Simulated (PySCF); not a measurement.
C₃H₉NSi₂, SMILES N#C[C@@H]([SiH3])C[SiH3]. Geometry optimised at PBE-D3(BJ)/def2-SVP. The structure was generated by enumeration; whether it is a known compound was not checked. Other conformers were not sampled.

Computed equilibrium geometry at PBE-D3(BJ)/def2-SVP (PySCF confirms it by a frequency run) as bond lengths and angles (one conformer of several):
Atoms: N1 C2 C3 Si4 C5 Si6 H7 H8 H9 H10 H11 H12 H13 H14 H15. Bond lengths (Å): N1–C2 1.173, C2–C3 1.459, C3–Si4 1.930, C3–C5 1.552, C3–H7 1.114, Si4–H8 1.501, Si4–H9 1.501, Si4–H10 1.504, C5–Si6 1.909, C5–H11 1.111, C5–H12 1.111, Si6–H13 1.506, Si6–H14 1.504, Si6–H15 1.501. Angles (°): N1–C2–C3 177.9, C2–C3–Si4 108.9, C2–C3–C5 113.2, C2–C3–H7 107.5, Si4–C3–C5 111.2, Si4–C3–H7 105.9, C5–C3–H7 109.8, C3–Si4–H8 110.3, C3–Si4–H9 108.6, C3–Si4–H10 107.3, H8–Si4–H9 110.6, H8–Si4–H10 110.1, H9–Si4–H10 109.8, C3–C5–Si6 115.0, C3–C5–H11 108.9, C3–C5–H12 110.0, Si6–C5–H11 107.7, Si6–C5–H12 108.6, H11–C5–H12 106.2, C5–Si6–H13 109.0, C5–Si6–H14 109.0, C5–Si6–H15 110.9, H13–Si6–H14 109.2, H13–Si6–H15 109.2, H14–Si6–H15 109.6.
